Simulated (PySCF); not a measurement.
TaCl₂, SMILES [Cl][Ta][Cl] (connectivity only; charge and spin as stated), neutral, multiplicity 4. Atoms are numbered in the order given.

```xyz
3

Ta     0.0000     0.0000     0.0000
Cl     0.0000     0.0000    -2.3107
Cl     0.0000     0.0000     2.3107
```
Charge 0, spin multiplicity 4.

Coordinates come from a B3LYP-D3(BJ)/def2-TZVP optimisation. The spin state was assumed, not searched. The def2 effective core potentials stand for the cores of Ta; spin–orbit coupling is left out.

Level of theory: B3LYP/def2-TZVPD in PySCF.

The total energy is -977.54246 hartree, the point group is D∞h and the α spin, highest occupied and lowest empty level comes out as -5.79 and -2.78 eV. The β spin, highest occupied and lowest empty level is -9.43 and -3.26 eV and the dipole moment comes out as 0.00 D. The mean static polarisability is 76.2 bohr³ (11.29 Å³) and the polarisability, principal values is 66.2, 66.2, 96.2 bohr³. The ⟨S²⟩ is 3.757 (pure state 3.75).
